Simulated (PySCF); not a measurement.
A GIAO shielding run with PySCF 2.14 (density fitting, non-relativistic, gas phase) on SMILES C(P(CC)(=O)CC)C, C₆H₁₅OP:

```
$ OMP_NUM_THREADS=1 python probes_run.py task.json out

{"job": {"kind": "nmr", "xc": "PBE0", "basis": "pcSseg-1"}, "charge": 0, "multiplicity": 1}
C      2.706443     0.524701     0.660429
C      1.793409    -0.200858    -0.315301
P      0.167050    -0.538917     0.492202
O      0.291292    -1.295862     1.744963
C     -0.796816    -1.438997    -0.800915
C     -2.203985    -1.719320    -0.296777
C     -0.659481     1.084678     0.765750
C     -0.854496     1.965234    -0.455839
H      2.704971    -0.001768     1.613548
H      2.363717     1.543513     0.831455
H      3.727179     0.565040     0.284374
H      1.666848     0.357987    -1.241925
H      2.210460    -1.181733    -0.559506
H     -0.806835    -0.891278    -1.742721
H     -0.260301    -2.379810    -0.953584
H     -2.795894    -0.806717    -0.263602
H     -2.713583    -2.434698    -0.939796
H     -2.149518    -2.132269     0.709259
H     -0.058105     1.589489     1.526924
H     -1.617105     0.841421     1.234429
H     -1.360846     2.886877    -0.172670
H      0.100754     2.227928    -0.904226
H     -1.459910     1.462344    -1.206393
```

Hardware: 1 thread of an x86-64 server CPU, shared host. The job also computes population analyses, field gradients.

Question: How large is the calculation?

Answer: 74 electrons, 218 basis functions and 1150 auxiliary functions.

Question: How long does it take?

Answer: 42 s of wall time, with 13 SCF cycles and 4 response iterations. Times on a shared host scatter by some tens of per cent.
